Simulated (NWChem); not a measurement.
System: NH2SeF; SMILES F[Se]N

The following NWChem deck was run.

```
start job
memory heap 200 mb stack 900 mb global 1100 mb
geometry units angstroms noautosym nocenter noautoz
  Se     0.377387     0.016423     0.000000
  F     -0.539606    -1.522035     0.000000
  N     -0.887701     1.249342     0.000000
  H     -1.427414     1.380968     0.850310
  H     -1.427414     1.380968    -0.850310
end
basis spherical
  Se library pcsseg-1
  F library pcsseg-1
  N library pcsseg-1
  H library pcsseg-1
end
dft
  xc kt2
  iterations 150
end
property
  shielding 4 1 2 3 4
end
task dft property
```

Output (shortened):

```
             Northwest Computational Chemistry Package (NWChem) 7.3.0
             --------------------------------------------------------

                             Geometry "geometry" -> ""
                             -------------------------

 Output coordinates in angstroms (scale by  1.889725989 to convert to a.u.)

  No.       Tag          Charge          X              Y              Z
 ---- ---------------- ---------- -------------- -------------- --------------
    1 Se                  34.0000     0.37738700     0.01642300     0.00000000
    2 F                    9.0000    -0.53960600    -1.52203500     0.00000000
    3 N                    7.0000    -0.88770100     1.24934200     0.00000000
    4 H                    1.0000    -1.42741400     1.38096800     0.85031000
    5 H                    1.0000    -1.42741400     1.38096800    -0.85031000

 Effective nuclear repulsion energy (a.u.)     199.1568244225

                              NWChem Property Module
                              ----------------------

  itol2e modified to match energy
  convergence criterion.

                                 NWChem DFT Module
                                 -----------------

 Summary of "ao basis" -> "ao basis" (spherical)
 ------------------------------------------------------------------------------
       Tag                 Description            Shells   Functions and Types
 ---------------- ------------------------------  ------  ---------------------
 Se                         pcsseg-1                15       41   5s7p3d
 F                          pcsseg-1                 7       17   3s3p1d
 N                          pcsseg-1                 7       17   3s3p1d
 H                          pcsseg-1                 3        5   2s1p

  itol2e modified to match energy
  convergence criterion.

[...]

          -----------------------------------------
          Chemical Shielding Tensors (GIAO, in ppm)
          -----------------------------------------

                                NWChem CPHF Module
                                ------------------

  scftype          =     RHF
  nclosed          =       26
  nopen            =        0
  variables        =     1534
  # of vectors     =        3
  tolerance        = 0.10D-03
  level shift      = 0.00D+00
  max iterations   =       50
  max subspace     =       30

 SCF residual:    6.0033395728765120E-006

Iterative solution of linear equations
  No. of variables     1534
  No. of equations        3
  Maximum subspace       30
        Iterations       50
       Convergence  1.0D-04

   iter   nsub   residual    time
   ----  ------  --------  ---------
     1      3    6.99D-06      21.1

      Atom:    1  Se
        Diamagnetic
   3000.9766     -1.4051      0.0000
     -1.4051   3004.9927     -0.0000
      0.0000     -0.0000   2988.4303

        Paramagnetic
  -4296.5572   1150.5231     -0.0000
   1150.5231  -2680.3644      0.0000
     -0.0000      0.0000  -2672.5223

        Total Shielding Tensor
  -1295.5806   1149.1181     -0.0000
   1149.1181    324.6283      0.0000
     -0.0000      0.0000    315.9080

           isotropic =    -218.3481
          anisotropy =   -2509.6417

          Principal Components and Axis System
                 1           2           3
            -1891.4426    920.4902    315.9080

      1         0.8877      0.4603     -0.0000
      2        -0.4603      0.8877      0.0000
      3         0.0000     -0.0000      1.0000

      Atom:    2  F
        Diamagnetic
    473.2145     11.9846      0.0000
     11.9846    489.0630      0.0000
      0.0000      0.0000    464.8809

        Paramagnetic
    186.6266   -284.6379      0.0000
   -284.6379      4.7099     -0.0000
      0.0000     -0.0000   -435.4324

        Total Shielding Tensor
    659.8412   -272.6533      0.0000
   -272.6533    493.7729     -0.0000
      0.0000     -0.0000     29.4485

           isotropic =     394.3542
          anisotropy =     701.2042

          Principal Components and Axis System
                 1           2           3
              861.8237    291.7904     29.4485

      1         0.8035      0.5953     -0.0000
      2        -0.5953      0.8035      0.0000
      3         0.0000     -0.0000      1.0000

      Atom:    3  N
        Diamagnetic
    322.0031    -15.2885      0.0000
    -15.2885    316.4527     -0.0000
      0.0000     -0.0000    322.1361

        Paramagnetic
   -129.0540     38.1096      0.0000
     38.1096   -112.5396     -0.0000
      0.0000     -0.0000   -244.2266

        Total Shielding Tensor
    192.9491     22.8211      0.0000
     22.8211    203.9130     -0.0000
      0.0000     -0.0000     77.9095

           isotropic =     158.2572
          anisotropy =      95.4662

          Principal Components and Axis System
                 1           2           3
              221.9013    174.9608     77.9095

      1         0.6190      0.7854     -0.0000
      2         0.7854     -0.6190      0.0000
      3        -0.0000      0.0000      1.0000

      Atom:    4  H
        Diamagnetic
     30.4225     -5.9633     -9.3549
     -5.9633     25.3033      3.7456
     -9.3549      3.7456     35.1031

        Paramagnetic
     -3.9930      0.8804      3.7862
      0.8804     -1.7903     -1.3292
      3.7862     -1.3292     -7.3781

[...]
```

Level: KT2/pcSseg-1, GIAO. Coordinates come from a PBE0/def2-SVP optimisation. The printed shielding anisotropy is the first printed principal value minus the mean of the other two.
